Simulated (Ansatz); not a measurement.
`C[O][GaH2]` + HI → `[GaH2][I]` + CH₃OH at 600 K and 1 bar (ligand exchange at a Ga–O bond).

Program: Ansatz. Geometries: PBE0-D4/def2-TZVP. ΔE: electronic, gas phase. CCSD(T)/CBS adds triple-zeta CCSD(T) − MP2 to the extrapolated MP2 energy (def2 sets, frozen cores). This one scheme is used for every species. def2 core potentials past Kr. For Ga, I outer-core shells are correlated without core-valence functions, which leaves a few kJ/mol of doubt a bond. Scalar relativity is left out up to krypton.

| species | CCSD(T)/CBS energy (Eh) | H − E (kJ/mol) | S (J/(mol·K)) |
| --- | --- | --- | --- |
| `C[O][GaH2]` | -2040.16771 | 189.7 | 369.4 |
| HI | -298.03592 | 31.6 | 227.0 |
| `[GaH2][I]` | -2222.61527 | 67.0 | 325.9 |
| CH₃OH | -115.61712 | 163.6 | 277.3 |

H − E and S are ideal-gas, rigid-rotor, harmonic terms from PBE0-D4/def2-TZVP. 1 Eh = 2625.50 kJ/mol, R = 8.31446 J/(mol·K).

Question: By hand: ΔE, ΔH, ΔS and ΔG.

Answer: ΔE = (-2222.61527) + (-115.61712) − (-2040.16771) − (-298.03592) = -0.02876 Eh = -75.5 kJ/mol. Δ(H − E) = 67.0 + 163.6 − 189.7 − 31.6 = 9.3, so ΔH = -66.2 kJ/mol. ΔS = 325.9 + 277.3 − 369.4 − 227.0 = 6.8 J/(mol·K). ΔG = -66.2 − 600 × (6.8)/1000 = -70.3 kJ/mol.

Question: By hand: the equilibrium constant, and the temperature at which ΔG would vanish if ΔH and ΔS stayed fixed.

Answer: log₁₀ K = −ΔG/(RT ln 10) = 6.1. ΔH and −TΔS have one sign here, so there is no such temperature.

The number of gas molecules stays the same, so ΔS is small and ΔH decides. A doubt of 5 kJ/mol in ΔE shifts log₁₀ K by 0.4 here. These are equilibria of isolated gas molecules and say nothing of rates. Largest T1 diagnostic: 0.015 (customary marks: 0.02 for closed shells, 0.045 for open ones).
